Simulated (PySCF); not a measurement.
Si4H8O5

Si4H8O5 is a molecule, neutral, singlet. The structure, one conformer, was relaxed in the gas phase by PBE0-D3(BJ)/def2-SVP. No frequency run checks that it is a minimum.

SMILES: O[Si]1(O[SiH3])O[SiH2]O[SiH2]O1

```xyz
17

O     0.013   -0.141    1.412
Si   -0.973   -1.478    1.519
O    -1.985   -1.456    0.200
Si   -2.190   -0.348   -1.023
O    -1.064    0.853   -0.795
Si    0.092    1.120    0.352
O    -0.173    2.523    1.147
O     1.569    1.177   -0.356
Si    2.682    0.085   -0.941
H    -1.775   -1.404    2.766
H    -0.133   -2.702    1.478
H    -3.556    0.231   -0.948
H    -1.949   -1.007   -2.332
H     0.393    3.260    0.901
H     3.684   -0.237    0.115
H     1.990   -1.172   -1.361
H     3.365    0.696   -2.114
```
Atom numbers follow the order of the file, from 1.

Shieldings: GIAO PBE0/pcSseg-1. Shifts are against computed references at the same level: H TMS (σ 31.27 ppm), Si TMS (σ 352.0 ppm). Core levels by delta-SCF with SCAN, pcX-2 on the ionised atom and pcseg-1 elsewhere, spin-free X2C (2p3/2 is the spin-free 2p value less a third of a first-order spin-orbit splitting); from the vacuum level, for chosen atoms.

Q: Give the NMR and core-level values of the distinct atoms.

A: 
```tsv
atoms	bonded to	σ (ppm)	δ (ppm)	core level (eV)
O1	2 Si	243.0	-	1s 538.20
Si2	2 O + 2 H	382.1	-30.1	-
O3	2 Si	252.7	-	-
Si4	2 O + 2 H	382.8	-30.8	-
O5	2 Si	239.1	-	1s 538.15
Si6	4 O	441.7	-89.7	2p3/2 108.81
O7	1 Si + 1 H	282.6	-	1s 538.95
O8	2 Si	290.8	-	1s 538.21
Si9	1 O + 3 H	388.3	-36.3	-
H10	1 Si	26.06	5.21	-
H11	1 Si	26.10	5.17	-
H12	1 Si	26.08	5.18	-
H13	1 Si	26.11	5.16	-
H14	1 O	29.12	2.15	-
H15 H16 H17	1 Si	26.28	4.99	-
```

Values are those of this one static structure, with the three H of a rotating XH3 group averaged; atoms that internal rotation interchanges would show their mean in an NMR spectrum.

Q: Which of O1, O5, O7, O8 holds its core electrons tightest, and by how much against the loosest?

A: O7 (bonded to 1 Si + 1 H), by 0.80 eV over O5 (bonded to 2 Si).

Q: By CAM-B3LYP/def2-SVPD (TDDFT singlets, Tamm-Dancoff triplets, ionisation by delta-SCF), where does absorption start, and what does vertical ionisation take?

A: The lowest singlet lies at 7.62 eV (f 0.003), the strongest of the first 6 at 7.77 eV (f 0.011), the lowest triplet at 7.26 eV; vertical ionisation takes 10.82 eV.
